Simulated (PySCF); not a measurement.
A GIAO shielding run with PySCF (density fitting, non-relativistic, gas phase) on SMILES CO[SiH2]OCC1CC1, C₅H₁₂O₂Si:

```
$ OMP_NUM_THREADS=1 python probes_run.py task.json out

{"job": {"kind": "nmr", "xc": "PBE0", "basis": "pcSseg-1"}, "charge": 0, "multiplicity": 1}
C      4.028367     0.398511     0.003726
O      2.678547     0.637408    -0.219486
Si     1.568835    -0.476133    -0.574485
O      0.287206     0.480948    -0.744860
C     -1.013336     0.082720    -1.053816
C     -1.787402    -0.316535     0.179333
C     -2.532121     0.721913     0.962258
C     -3.285624    -0.290697     0.156443
H      4.532559     0.129709    -0.928435
H      4.173828    -0.415035     0.718583
H      4.475627     1.309795     0.402404
H      1.868186    -1.199107    -1.817855
H      1.439401    -1.463432     0.504925
H     -0.987529    -0.757575    -1.760300
H     -1.502591     0.932381    -1.542775
H     -1.304368    -1.110808     0.733672
H     -2.550955     0.642234     2.038045
H     -2.503592     1.738780     0.602823
H     -3.818963    -1.070895     0.677398
H     -3.771222     0.036497    -0.750331
```

Hardware: 1 thread of an Intel Xeon, shared host. The job also computes population analyses, field gradients, ring-centre shieldings.

(1) How large is the calculation?

(2) How long does it take, and how much memory does it need?

Answers

(1) 72 electrons, 203 basis functions and 1074 auxiliary functions.

(2) 68 s of wall time, with 13 SCF cycles and 4 response iterations; peak memory 0.92 GiB. Times on a shared host scatter by some tens of per cent.
